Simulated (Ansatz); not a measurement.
# A family of molecules: the atomisation energy (no zero-point term)

Gas-phase molecules, one atom swapped for its congeners: C5H8O (allyl vinyl ether) `C=CCOC=C`; C5H8S `C=CCSC=C`; C5H8Se `C=CC[Se]C=C`. All are singlets with charge 0.

Shapes, held fixed at every level: PBE0-D4/def2-TZVP. Flexible molecules stand in one conformer, not always the lowest. Programs: Ansatz 0.2.0. Values in eV.

```tsv
level	C5H8O	C5H8Se
HF/def2-TZVPP	44.37	42.70
r2SCAN-D4/def2-TZVPP	60.78	58.48
wB97M-V/def2-TZVPP	60.72	58.25
wB97X-V/def2-TZVPP	60.54	58.18
CCSD/def2-TZVPP	58.11	55.91
CCSD(T)/def2-TZVPP	59.07	56.88
```

Question: Estimate the column for C5H8S from its neighbours.

Answer: The mean of the neighbours at CCSD(T)/def2-TZVPP is 57.98 eV, against 57.53 from the run: the member lies nearer Se. All rows: HF/def2-TZVPP 43.47; r2SCAN-D4/def2-TZVPP 59.29; wB97M-V/def2-TZVPP 59.21; wB97X-V/def2-TZVPP 59.02; CCSD/def2-TZVPP 56.56; CCSD(T)/def2-TZVPP 57.53 eV. At CCSD(T)/def2-TZVPP the atomisation energy falls at every step, from 59.07 to 56.88 eV. Every level shows the same order. Relativity is left out for Se. Outer-core shells of Se are correlated, in sets that cover them unevenly. Spin-orbit coupling, which grows down the group, is left out (summed over each molecule's free atoms 0.03, 0.04, 0.14 eV). Coupled cluster in double- or triple-zeta sets underbinds by a few per cent against its basis-set limit. CCSD also lacks the triples, which bind further.
